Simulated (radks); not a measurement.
Coulomb parameter of the 4d shell of neutral molybdenum in the model configuration [Kr] 4d5 5s1, as a second difference U = [E(n + 0.25) + E(n - 0.25) - 2 E(n)] / (0.25)^2 with all orbitals relaxed. "Bare": the charge of the atom changes with n. "Screened": the 5s shell takes up the change at fixed total charge, which measures U(4d,4d) + U(5s,5s) - 2 U(4d,5s). Method: scalar-relativistic Kohn-Sham, PBE, spin-unpolarised, spherical densities, finite nucleus; Fermi nuclear charge, rms radius 4.4091 fm; computed with a radial shooting solver on a logarithmic mesh with Libxc functionals.

start: configuration [Kr] 4d5 5s1; E - E(n) (eV) 0.000
bare +0.25: configuration [Kr] 4d5.25 5s1; E - E(n) (eV) -0.705
bare -0.25: configuration [Kr] 4d4.75 5s1; E - E(n) (eV) 1.188
screened +0.25: configuration [Kr] 4d5.25 5s0.75; E - E(n) (eV) 0.112
screened -0.25: configuration [Kr] 4d4.75 5s1.25; E - E(n) (eV) -0.052

U(bare) = 7.732 eV, U(screened by 5s) = 0.963 eV, against the Slater integral F0(4d,4d) = 12.578 eV with frozen orbitals. The step up makes a negative ion, whose loosely bound charge lowers the bare value.
